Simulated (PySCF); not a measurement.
# I: excitation energy

I [Kr] 4d10 5s2 5p5 (2P) → I [Kr] 4d10 5s1 5p6 (2S), as a difference of total energies. Calculation: PySCF 2.14, in aug-cc-pVQZ-PP with ECP28MDF; scalar relativity through the core potential. Correlated levels: valence: 4s2 4p6 4d10 frozen. The calculations carry no spin-orbit coupling.

```
           method  excitation energy (eV)
              UHF                  12.732
              LDA                  10.502
              PBE                  10.476
             PBE0                  11.055
           r2SCAN                  10.876
            B3LYP                  10.935
             BP86                  10.488
          r2SCANh                  11.058
          r2SCAN0                  11.332
    MP2 (valence)                  10.927
SCS-MP2 (valence)                  10.726
```

Problem. How much does correlation contribute at MP2 (valence)?

Solution. 10.927 − (12.732) = -1.805 eV, measured against UHF.

The upper state lies above the first ionisation limit, where it may autoionise and the basis confines it.
